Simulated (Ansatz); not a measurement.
Consider the formal exchange of groups at a C–N bond: `CN[Si](F)(F)NC` + `C[CH]1[AlH][SiH2]1` → `C[C@H]1[AlH][Si@@H]1C` + `CN[Si](N)(F)F`.

Isolated molecules relaxed with PBE0-D4/def2-TZVP in Ansatz; ΔE leaves out vibrations. CCSD(T)/CBS is the MP2 limit (def2-TZVPP, def2-QZVPP) plus CCSD(T) − MP2 in def2-TZVPP, frozen cores. DFT in def2-TZVPP. One conformer a species, not always the lowest.

```json
{"level": "ωB97M-V", "ΔE (kJ/mol)": "-79.5", "difference from CCSD(T)/CBS": "1.2"}
{"level": "B2PLYP", "ΔE (kJ/mol)": "-78.5", "difference from CCSD(T)/CBS": "2.2"}
{"level": "PBE", "ΔE (kJ/mol)": "-77.9", "difference from CCSD(T)/CBS": "2.8"}
{"level": "HF/def2-TZVPP", "ΔE (kJ/mol)": "-71.0", "difference from CCSD(T)/CBS": "9.7"}
{"level": "MP2/def2-TZVPP", "ΔE (kJ/mol)": "-84.0", "difference from CCSD(T)/CBS": "-3.3"}
{"level": "CCSD/def2-TZVPP", "ΔE (kJ/mol)": "-77.0", "difference from CCSD(T)/CBS": "3.7"}
{"level": "MP2/def2-QZVPP", "ΔE (kJ/mol)": "-85.6", "difference from CCSD(T)/CBS": "-4.9"}
{"level": "SCS-MP2/def2-QZVPP", "ΔE (kJ/mol)": "-80.0", "difference from CCSD(T)/CBS": "0.7"}
{"level": "HF/CBS(def2)", "ΔE (kJ/mol)": "-71.2", "difference from CCSD(T)/CBS": "9.5"}
{"level": "CCSD/CBS(def2)", "ΔE (kJ/mol)": "-79.7", "difference from CCSD(T)/CBS": "1.0"}
{"level": "CCSD(T)/CBS", "ΔE (kJ/mol)": "-80.7", "difference from CCSD(T)/CBS": "0"}
```

Largest T1 diagnostic among the species: 0.012.

In def2-TZVPP, CCSD(T) changes the Hartree–Fock value by −7.0 kJ/mol (the triples alone add −1.1 kJ/mol) and MP2 by −12.9 kJ/mol.
